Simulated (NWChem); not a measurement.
C3H5NO; SMILES C/C=N\C=O

```xyz
10

C     -0.7338    -1.7048     0.0772
C      0.5995    -1.1015    -0.2188
N      0.9570     0.1001    -0.0458
C      0.1663     1.1427     0.3920
O     -0.6975     1.6825    -0.2501
H     -1.4601    -0.9669     0.4418
H     -1.1349    -2.1716    -0.8371
H     -0.6223    -2.5145     0.8169
H      1.3600    -1.7885    -0.6285
H      0.4847     1.5085     1.3996
```
Atoms are numbered in this order, from 1.

Level: PBE0/def2-SVP (NWChem), optimised geometry, unscaled harmonic frequencies. 

List the harmonic frequencies with IR intensities, and the thermochemistry.


```csv
frequency (cm⁻¹),IR intensity (km/mol)
89,10.3
126,0.4
247,6.0
311,0.9
542,17.8
710,16.7
871,10.4
908,36.2
1039,24.2
1083,3.9
1099,60.7
1142,22.2
1372,13.9
1396,15.4
1423,2.7
1440,14.2
1454,40.9
1833,141.1
1848,356.9
2963,89.5
3059,1.3
3104,30.9
3141,1.3
3192,2.0
```

```yaml
zero_point_energy: 49.1 kcal/mol
thermal correction to the enthalpy at 298.15 K (with zero-point energy): 53.3 kcal/mol
heat capacity Cv: 18.0 cal/(mol K)
entropy at 298.15 K and 1 atm (symmetry number 1): 75.3 cal/(mol K)
dipole_moment: 3.56 D
```

Rigid rotor and harmonic oscillator; modes under 100 cm⁻¹ make the entropy uncertain.
